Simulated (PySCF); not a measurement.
NMR data simulated for an unnamed compound:

1H NMR (400 MHz, computed): δ 7.58 (m, 1H), 7.29 (m, 1H), 6.74 (m, 1H), 3.79 (s, 6H).

13C{1H} NMR (computed): δ 139.7 (CH), 133.8 (CH), 111.0 (CH), 109.0 (C), 52.9 (CH3).

Gas phase, equivalent nuclei averaged, non-relativistic, a single conformation. Shielding tensors at KT3/pcSseg-1 (GIAO); coordinates at the PBE0-D3(BJ)/def2-SVP level; PySCF 2.14.0 with density-fitted response routines.

Shifts are taken against calculated references (same method and geometry level): TMS for 1H (31.32 ppm), 13C (182.31 ppm).

Problem. Which of these does the molecule contain: a three-membered ring, a Si–H bond, an ester, a heteroaromatic ring?

Solution. 
- A three-membered ring: no.
- A Si–H bond: no.
- An ester: no.
- A heteroaromatic ring: yes.

The data belong to `COB(OC)c1ccoc1`, C$_{6}$H$_{9}$BO$_{3}$; they needn't prove each group on their own.

Carbon signals by region: 4 in the sp2 and nitrile region (100–160 ppm), 1 at 50–100 ppm.

A carbon bonded to boron is broadened by the quadrupolar boron nucleus and is often missing from a measured spectrum. Shifts are as computed, not scaled to solution data. Of 1211 compounds with measured shifts, 218 miss one by over three times the rms of a fit or turn the order of signals round; such compounds aren't used in these exercises. No couplings were computed; multiplicities are counted from neighbouring protons, with m where these are inequivalent, close in shift, in a saturated or five-membered ring or joined by F or P, and br s for small geminal =CH2 splittings.
